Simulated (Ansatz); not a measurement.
CH6AlNOSi (`C=[N][Al]([OH])[SiH3]`), relaxed with RKS PBE-D4/def2-SVP in Ansatz 0.2.0 from a rough embedded geometry. The force threshold is 0.03 eV/Å; the program also tests the step.

The species carries charge 0 and has multiplicity 1.

Start:

```xyz
11

C     0.690   -1.677   -1.452
N    -0.385   -1.633   -0.853
Al   -0.890   -0.174    0.276
O    -2.599   -0.156    0.998
Si    0.545    1.660    0.605
H     1.022   -2.524   -2.071
H     1.464   -0.866   -1.350
H    -2.417   -0.609    1.891
H     1.801    1.123    1.181
H     0.854    2.254   -0.709
H    -0.084    2.603    1.483
```

```json
{"step": "1", "energy (eV)": "-19125.3006", "largest force (eV/Å)": "3.858", "largest move (Å)": "0.000"}
{"step": "2", "energy (eV)": "-19125.4466", "largest force (eV/Å)": "2.541", "largest move (Å)": "0.185"}
{"step": "3", "energy (eV)": "-19125.7372", "largest force (eV/Å)": "1.608", "largest move (Å)": "0.145"}
{"step": "4", "energy (eV)": "-19125.8541", "largest force (eV/Å)": "0.782", "largest move (Å)": "0.120"}
{"step": "5", "energy (eV)": "-19125.8818", "largest force (eV/Å)": "1.524", "largest move (Å)": "0.195"}
{"step": "6", "energy (eV)": "-19126.0552", "largest force (eV/Å)": "0.328", "largest move (Å)": "0.200"}
{"step": "7", "energy (eV)": "-19126.0836", "largest force (eV/Å)": "0.383", "largest move (Å)": "0.098"}
{"step": "8", "energy (eV)": "-19126.0874", "largest force (eV/Å)": "0.644", "largest move (Å)": "0.045"}
{"step": "9", "energy (eV)": "-19126.1061", "largest force (eV/Å)": "0.100", "largest move (Å)": "0.091"}
{"step": "10", "energy (eV)": "-19126.1065", "largest force (eV/Å)": "0.132", "largest move (Å)": "0.035"}
{"step": "11", "energy (eV)": "-19126.1076", "largest force (eV/Å)": "0.144", "largest move (Å)": "0.045"}
{"step": "13", "energy (eV)": "-19126.1117", "largest force (eV/Å)": "0.321", "largest move (Å)": "0.145"}
{"step": "15", "energy (eV)": "-19126.1231", "largest force (eV/Å)": "0.121", "largest move (Å)": "0.200"}
{"step": "17", "energy (eV)": "-19126.1382", "largest force (eV/Å)": "0.661", "largest move (Å)": "0.199"}
{"step": "19", "energy (eV)": "-19126.1656", "largest force (eV/Å)": "0.447", "largest move (Å)": "0.088"}
{"step": "21", "energy (eV)": "-19126.2145", "largest force (eV/Å)": "0.261", "largest move (Å)": "0.150"}
{"step": "23", "energy (eV)": "-19126.2746", "largest force (eV/Å)": "0.370", "largest move (Å)": "0.200"}
{"step": "25", "energy (eV)": "-19126.3087", "largest force (eV/Å)": "0.073", "largest move (Å)": "0.152"}
{"step": "27", "energy (eV)": "-19126.3093", "largest force (eV/Å)": "0.028", "largest move (Å)": "0.011"}
{"step": "29", "energy (eV)": "-19126.3104", "largest force (eV/Å)": "0.085", "largest move (Å)": "0.048"}
{"step": "31", "energy (eV)": "-19126.3110", "largest force (eV/Å)": "0.018", "largest move (Å)": "0.025"}
```

End:

```xyz
11

C     0.505   -1.995   -1.614
N     0.010   -1.192   -0.782
Al   -0.638   -0.008    0.367
O    -2.177   -0.250    1.100
Si    0.663    1.973    0.920
H     1.159   -2.858   -1.316
H     0.333   -1.913   -2.720
H    -2.746   -1.015    0.923
H     1.956    1.609    1.610
H     1.032    2.748   -0.321
H    -0.096    2.901    1.833
```

Run time 23 s (4 threads of an Intel Xeon 6975P-C on a shared host); peak host memory 0.2 GiB.
